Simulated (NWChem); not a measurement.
System: CH$_{5}$NOPb, singlet; SMILES C[O][Pb][NH2]

The following NWChem deck was run.

```
start job
memory heap 200 mb stack 900 mb global 1100 mb
geometry units angstroms noautoz
  Pb     0.281869    -0.439817     0.087656
  O      0.649959     1.645617     0.143610
  C     -0.317428     2.631818     0.062668
  H     -1.063608     2.591516     0.885948
  H      0.156033     3.631335     0.117628
  H     -0.896625     2.609847    -0.886143
  N     -1.834295    -0.221463    -0.109304
  H     -2.322851     0.668681    -0.146507
  H     -2.491018    -0.993162    -0.179445
end
basis spherical
  Pb library def2-svp
  O library def2-svp
  C library def2-svp
  H library def2-svp
  N library def2-svp
end
ecp
  Pb library def2-ecp
end
dft
  xc hfexch
  iterations 150
  mulliken
end
task dft energy
```

NWChem printed, in part:

```
             Northwest Computational Chemistry Package (NWChem) 7.3.0
             --------------------------------------------------------

 CS  symmetry detected

                             Geometry "geometry" -> ""
                             -------------------------

 Output coordinates in angstroms (scale by  1.889725989 to convert to a.u.)

  No.       Tag          Charge          X              Y              Z
 ---- ---------------- ---------- -------------- -------------- --------------
    1 Pb                  82.0000     0.16662773    -0.46044936     0.00000000
    2 O                    8.0000     0.77378283     1.56908723     0.00000000
    3 C                    6.0000    -0.07811051     2.65961892     0.00000000
    4 H                    1.0000    -0.74297239     2.70460464     0.89001767
    5 H                    1.0000     0.50931402     3.59831618     0.00000000
    6 H                    1.0000    -0.74297239     2.70460464    -0.89001767
    7 N                    7.0000    -1.91990667    -0.00110640     0.00000000
    8 H                    1.0000    -2.30507175     0.93914630     0.00000000
    9 H                    1.0000    -2.66402458    -0.69249093     0.00000000

 Effective nuclear repulsion energy (a.u.)     522.2304810159

      Symmetry information
      --------------------

 Group name             Cs
 Group number              2
 Group order               2
 No. of unique centers     8

 Summary of "ao basis" -> "ao basis" (spherical)
 ------------------------------------------------------------------------------
       Tag                 Description            Shells   Functions and Types
 ---------------- ------------------------------  ------  ---------------------
 Pb                         def2-svp                10       26   4s4p2d
 O                          def2-svp                 6       14   3s2p1d
 C                          def2-svp                 6       14   3s2p1d
 H                          def2-svp                 3        5   2s1p
 N                          def2-svp                 6       14   3s2p1d

      Symmetry analysis of basis
      --------------------------

        a'         65
        a"         28

            General Information
            -------------------
          SCF calculation type: DFT
          Wavefunction type:  closed shell.
          No. of atoms     :     9
          No. of electrons :    48
           Alpha electrons :    24
            Beta electrons :    24
          Charge           :     0
          Spin multiplicity:     1
          Use of symmetry is: on ; symmetry adaption is: on
          Maximum number of iterations: 150
          AO basis - number of functions:    93
                     number of shells:    43
          Convergence on energy requested:  1.00D-06
          Convergence on density requested:  1.00D-05
          Convergence on gradient requested:  5.00D-04

              XC Information
              --------------
                     Hartree-Fock (Exact) Exchange  1.000

      Superposition of Atomic Density Guess
      -------------------------------------

 Sum of atomic energies:        -388.41663430

      Non-variational initial energy
      ------------------------------

 Total energy =    -362.039490
 1-e energy   =    -940.776429
 2-e energy   =     390.075380
 HOMO         =      -0.321446
 LUMO         =      -0.034433

      Symmetry analysis of molecular orbitals - initial
      -------------------------------------------------

  Numbering of irreducible representations:

     1 a'          2 a"

  Orbital symmetries:

     1 a'          2 a'          3 a'          4 a'          5 a'
     6 a'          7 a"          8 a'          9 a'         10 a'
    11 a'         12 a'         13 a"         14 a"         15 a'
    16 a'         17 a'         18 a"         19 a'         20 a'
    21 a'         22 a"         23 a"         24 a'         25 a"
    26 a'         27 a'         28 a'         29 a'         30 a'
    31 a"         32 a'         33 a'         34 a'

     ---------------------------------------------
      Total Density - Mulliken Population Analysis
     ---------------------------------------------

    Atom       Charge   Shell Charges
 -----------   ------   -------------------------------------------------------
    1 Pb  22    20.69   2.99 -0.94  1.19  0.69  3.37  2.61  0.48  0.24  9.74  0.31
    2 O    8     9.01   1.99  1.12  0.73  3.09  2.08  0.01
    3 C    6     5.91   1.99  0.92  0.22  1.86  0.86  0.05
    4 H    1     0.94   0.69  0.22  0.02
    5 H    1     0.94   0.70  0.22  0.02
    6 H    1     0.94   0.69  0.22  0.02
    7 N    7     8.02   1.99  1.05  0.52  2.60  1.86  0.01
    8 H    1     0.78   0.60  0.14  0.05
    9 H    1     0.77   0.60  0.13  0.05

   convergence    iter        energy       DeltaE   RMS-Dens  Diis-err
 ---------------- ----- ----------------- --------- --------- ---------
 d= 0,ls=0.0,diis     1   -361.6706255708 -5.50D+02  1.03D-02  8.68D-01
 d= 0,ls=0.0,diis     2   -361.7302967980 -5.97D-02  4.00D-03  4.67D-01
 d= 0,ls=0.0,diis     3   -361.7784177049 -4.81D-02  1.01D-03  4.86D-03
 d= 0,ls=0.0,diis     4   -361.7794550527 -1.04D-03  2.70D-04  4.68D-04
 d= 0,ls=0.0,diis     5   -361.7795348767 -7.98D-05  1.17D-04  7.16D-05
  Resetting Diis
 d= 0,ls=0.0,diis     6   -361.7795512012 -1.63D-05  6.08D-05  5.50D-06
 d= 0,ls=0.0,diis     7   -361.7795539824 -2.78D-06  1.24D-05  6.81D-07
 d= 0,ls=0.0,diis     8   -361.7795542671 -2.85D-07  7.18D-06  1.93D-07

         Total DFT energy =     -361.779554267053
      One electron energy =     -944.614057507224
           Coulomb energy =      431.048456949180
    Exchange-Corr. energy =      -36.875513375272
 Nuclear repulsion energy =      188.661559666264

 Numeric. integr. density =        0.000000000000

                  Occupations of the irreducible representations
                  ----------------------------------------------

                     irrep           alpha         beta
                     --------     --------     --------
                     a'               18.0         18.0
                     a"                6.0          6.0

                       DFT Final Molecular Orbital Analysis
                       ------------------------------------

 Vector   22  Occ=2.000000D+00  E=-3.936751D-01  Symmetry=a"
              MO Center=  1.9D-01,  1.7D+00, -1.1D-14, r^2= 2.3D+00
   Bfn.  Coefficient  Atom+Function         Bfn.  Coefficient  Atom+Function
  ----- ------------  ---------------      ----- ------------  ---------------
    32      0.489502  2 O  pz                35      0.425516  2 O  pz
    55     -0.221144  4 H  s                 65      0.221144  6 H  s
    46     -0.210776  3 C  pz                56     -0.144197  4 H  s
    66      0.144197  6 H  s                 75     -0.137151  7 N  pz
    78      0.120111  7 N  pz                13      0.107298  1 Pb pz

 Vector   23  Occ=2.000000D+00  E=-3.697624D-01  Symmetry=a"
              MO Center= -1.6D+00,  1.3D-01,  5.6D-12, r^2= 1.8D+00
   Bfn.  Coefficient  Atom+Function         Bfn.  Coefficient  Atom+Function
  ----- ------------  ---------------      ----- ------------  ---------------
    75      0.520570  7 N  pz                78     -0.499735  7 N  pz
    32      0.172093  2 O  pz                35      0.153351  2 O  pz
    20      0.097450  1 Pb d  1              16     -0.089640  1 Pb pz
    13     -0.088916  1 Pb pz                56     -0.072004  4 H  s
    66      0.072004  6 H  s                 25     -0.050860  1 Pb d  1

 Vector   24  Occ=2.000000D+00  E=-3.678266D-01  Symmetry=a'
              MO Center=  3.2D-01,  3.3D-01, -5.6D-12, r^2= 4.3D+00
   Bfn.  Coefficient  Atom+Function         Bfn.  Coefficient  Atom+Function
  ----- ------------  ---------------      ----- ------------  ---------------
     3      0.392863  1 Pb s                  4      0.317865  1 Pb s
     1     -0.295864  1 Pb s                 12     -0.279398  1 Pb py
    31      0.267189  2 O  py                30      0.234906  2 O  px
    34      0.228948  2 O  py                33      0.216601  2 O  px
    60     -0.171996  5 H  s                 73      0.153151  7 N  px

 Vector   25  Occ=0.000000D+00  E= 3.590144D-02  Symmetry=a"
              MO Center=  1.3D-01, -5.0D-01,  8.2D-16, r^2= 4.5D+00
   Bfn.  Coefficient  Atom+Function         Bfn.  Coefficient  Atom+Function
  ----- ------------  ---------------      ----- ------------  ---------------
    16      0.766581  1 Pb pz                13      0.360420  1 Pb pz
    78     -0.247397  7 N  pz                75      0.172883  7 N  pz
    10     -0.154888  1 Pb pz                 7     -0.151704  1 Pb pz
    35     -0.149948  2 O  pz                32     -0.126118  2 O  pz
    23     -0.049479  1 Pb d -1              18      0.047377  1 Pb d -1

 Vector   26  Occ=0.000000D+00  E= 1.030420D-01  Symmetry=a'
              MO Center=  1.7D-01, -7.4D-01, -1.3D-14, r^2= 5.5D+00
   Bfn.  Coefficient  Atom+Function         Bfn.  Coefficient  Atom+Function
  ----- ------------  ---------------      ----- ------------  ---------------
    14      0.792794  1 Pb px                15      0.700440  1 Pb py
    72      0.509819  7 N  s                 29     -0.387363  2 O  s
    11      0.170168  1 Pb px                34      0.159204  2 O  py
    85     -0.157658  8 H  s                  3      0.138539  1 Pb s
    21     -0.129864  1 Pb d  2              12      0.112894  1 Pb py

 Vector   27  Occ=0.000000D+00  E= 1.356082D-01  Symmetry=a'
              MO Center= -5.5D-02, -4.5D-01,  6.0D-15, r^2= 6.5D+00
   Bfn.  Coefficient  Atom+Function         Bfn.  Coefficient  Atom+Function
  ----- ------------  ---------------      ----- ------------  ---------------
    15      0.910423  1 Pb py                72     -0.893526  7 N  s
    14     -0.731125  1 Pb px                43     -0.584643  3 C  s
     4      0.387324  1 Pb s                  3      0.291544  1 Pb s
    90      0.292955  9 H  s                  1     -0.221943  1 Pb s
    56      0.207840  4 H  s                 66      0.207840  6 H  s

     ---------------------------------------------
      Total Density - Mulliken Population Analysis
     ---------------------------------------------

    Atom       Charge   Shell Charges
 -----------   ------   -------------------------------------------------------
    1 Pb  22    21.00   2.99 -0.95  1.18  0.60  3.36  2.63  0.75  0.34  9.76  0.34
    2 O    8     8.82   1.99  1.04  0.82  2.81  2.15  0.01
    3 C    6     5.73   1.99  0.85  0.17  1.95  0.71  0.07
    4 H    1     1.02   0.77  0.22  0.02
    5 H    1     0.99   0.77  0.20  0.02
    6 H    1     1.02   0.77  0.22  0.02
    7 N    7     7.70   1.99  0.93  0.59  2.33  1.84  0.01
    8 H    1     0.86   0.70  0.11  0.05
    9 H    1     0.87   0.70  0.12  0.05

     -------------------------------------------
      Total Density - Lowdin Population Analysis
     -------------------------------------------

    Atom       Charge   Shell Charges
 -----------   ------   -------------------------------------------------------
    1 Pb  22    21.28   1.47  0.47  0.98  0.79  3.08  2.69  0.98  0.55  9.39  0.87
    2 O    8     8.50   1.97  0.92  0.65  2.73  2.21  0.02
    3 C    6     5.91   1.96  0.56  0.31  1.75  1.17  0.16
    4 H    1     1.02   0.67  0.29  0.06
    5 H    1     1.00   0.67  0.27  0.06
    6 H    1     1.02   0.67  0.29  0.06
    7 N    7     7.37   1.97  0.72  0.49  2.19  1.99  0.02
    8 H    1     0.95   0.60  0.22  0.13
    9 H    1     0.95   0.60  0.22  0.13

     Multipole analysis of the density
     ---------------------------------

     L   x y z        total         alpha         beta         nuclear
     -   - - -        -----         -----         ----         -------
     0   0 0 0      0.000000    -24.000000    -24.000000     48.000000

     1   1 0 0     -0.454361      9.219242      9.219242    -18.892846
     1   0 1 0     -1.003983    -26.605685    -26.605685     52.207387
     1   0 0 1     -0.000000     -0.000000     -0.000000      0.000000

     2   2 0 0    -35.335030    -98.040465    -98.040465    160.745900
     2   1 1 0     -2.060452     -8.685408     -8.685408     15.310364
     2   1 0 1      0.000000      0.000000      0.000000      0.000000
     2   0 2 0    -34.893994   -188.396013   -188.396013    341.898032
     2   0 1 1      0.000000      0.000000      0.000000      0.000000
     2   0 0 2    -33.392733    -19.525119    -19.525119      5.657505
```

Level: Hartree-Fock/def2-SVP with def2 effective core potentials on Pb. Low-valent species are run as closed-shell singlets; no triplet was tried in these runs. The geometry was optimised at PBE0/def2-SVP. def2 effective core potentials on Pb; no spin-orbit coupling.
